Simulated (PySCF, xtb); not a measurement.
Mg(H)(OH) (H2MgO), SMILES [OH][MgH].

GFN2-xTB in xtb at its own geometry gives an orbital gap of 3.69 eV and a dipole moment of 0.80 D.

Geometry: B3LYP-D3(BJ)/def2-TZVPD.

What does PBE0/def2-TZVPD run with PySCF give? (The exact figures need the calculation; the answer reports its results.)

gap 7.28 eV (levels -7.96 and -0.69 eV), dipole 0.45 D.
